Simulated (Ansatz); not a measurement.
sulfur difluoride (SMILES FSF) moved off its minimum; all values from Ansatz (an electronic-structure program), cores frozen in correlated methods.
(charge 0, multiplicity 1)
```xyz
3

F     -1.2136    -0.4750     0.0507
S     -0.0581     0.5419    -0.0781
F      1.2433    -0.4639    -0.0371
```

```tsv
level	largest force (eV/Å)	on atom	rms difference from CCSD(T)/aug-cc-pV(T+d)Z (eV/Å)	dipole (D)
HF/def2-TZVPP	2.65	F3	0.939	1.47
PBE/def2-TZVPP	2.65	S2	0.380	0.97
r2SCAN/def2-TZVPP	2.33	S2	0.056	1.00
B3LYP/def2-TZVPP	2.38	S2	0.115	1.17
wB97M-V/def2-TZVPP	2.30	S2	0.115	1.21
MP2/aug-cc-pV(T+d)Z	2.31	S2	0.053	1.09
CCSD(T)/aug-cc-pV(T+d)Z	2.35	S2	0.000	1.10
```

The differences count from one level among others, with limits of its own. Forces at CCSD(T)/aug-cc-pV(T+d)Z (eV/Å):

```tsv
atom	Fx	Fy	Fz
F1	-1.167	-1.352	0.158
S2	2.189	0.851	-0.151
F3	-1.021	0.501	-0.007
```
